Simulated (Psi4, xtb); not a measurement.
Two rigid molecules brought together: C3H6 ··· H3O+ (SMILES C1CC1 and [OH3+]) (charge +1). Monomers: optimised at B3LYP-D3(BJ) (def2-TZVP), held rigid. Orientation: a random orientation, not optimised. R is the distance of the centres of mass, along which the second monomer moves.

Geometry at R = 4.25 Å (first 9 atoms: monomer A):
```
13

C     -0.4453    -0.7343     0.1261
C      0.8670    -0.0190    -0.0360
C     -0.4217     0.7533    -0.0900
H     -0.7867    -1.3610    -0.6867
H     -0.7064    -1.1014     1.1094
H      1.4938     0.0980     0.8377
H      1.4135    -0.1616    -0.9584
H     -0.6670     1.3928     0.7471
H     -0.7472     1.1331    -1.0490
O      3.5751    -2.2971    -0.2976
H      3.7744    -1.6348     0.3983
H      4.3226    -2.4518    -0.9139
H      2.7207    -2.1386    -0.7532
```

GFN1-xTB (xtb); SAPT0/jun-cc-pVDZ, frozen core (Psi4).

Interaction energies in kcal/mol:

```tsv
R / Å	GFN1-xTB
3.68	-6.52
3.83	-6.02
4.09	-4.72
4.25	-3.89
4.49	-2.81
4.67	-2.16
4.96	-1.41
5.28	-0.91
5.74	-0.54
6.43	-0.29
7.47	-0.14
8.75	-0.13
```

Predict the corresponding SAPT0/jun-cc-pVDZ column.

3.68: -7.05; 3.83: -6.82; 4.09: -5.87; 4.25: -5.20; 4.49: -4.25; 4.67: -3.64; 4.96: -2.83; 5.28: -2.17; 5.74: -1.53; 6.43: -0.96; 7.47: -0.53; 8.75: -0.29 (kcal/mol).
